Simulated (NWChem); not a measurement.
Molecule: SnNH3, singlet; SMILES [NH2][SnH]

Computed with NWChem. Low-valent species are run as closed-shell singlets; no triplet was tried in these runs. Geometry: optimised at PBE0/def2-SVP. Not confirmed as a minimum by frequencies. def2 effective core potentials on Sn; no spin-orbit coupling. Gas phase, vertical.

B3LYP/def2-SVPD, TDA puts singlet state 2 at 4.93 eV with oscillator strength 0.058.

Question: Give the wavelength, the transition dipole and the radiative lifetime of that state in vacuum.

Answer: 
1. λ = 1239.84/4.93 = 251 nm, or 39760 cm⁻¹.
2. f = (2/3) ΔE μ² in atomic units, so μ = √(1.5 f/ΔE) = 0.69 a.u. = 1.76 D.
3. τ = 1.499 s cm⁻² / (f ν²) = 16 ns, for a non-degenerate state that emits at the vertical energy; a higher state like this one mostly decays faster by other paths.
